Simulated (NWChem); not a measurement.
System: CH₄BFSe; SMILES CB(F)[SeH]

```xyz
8

B     -0.0561     0.9342     0.0000
F     -1.2721     1.4771     0.0000
C      1.1941     1.8715     0.0000
H      1.1471     2.5336    -0.8816
H      2.1625     1.3556     0.0000
H      1.1471     2.5336     0.8816
Se    -0.0388    -1.0145     0.0000
H      1.4256    -1.1253     0.0000
```
Atoms are numbered in this order, from 1.

Results from NWChem. Coordinates come from a PBE0/def2-SVP optimisation. Total energies compare along this basis series because the functional is fixed.

| level | basis functions | energy (Ha) | highest occupied level (eV) | orbital gap (eV) | dipole (D) |
|---|---|---|---|---|---|
| PBE0/pcseg-1 | 89 | -2566.0756 | -7.52 | 7.23 | 1.95 |
| PBE0/aug-pcseg-1 | 141 | -2566.0839 | -7.54 | 7.06 | 1.82 |
| PBE0/pcseg-2 | 189 | -2566.4953 | -7.54 | 7.16 | 1.87 |
| PBE0/STO-3G | 37 | -2537.5782 | -4.77 | 7.86 | 1.59 |
| PBE0/def2-SVP | 94 | -2565.9712 | -7.39 | 7.22 | 1.90 |
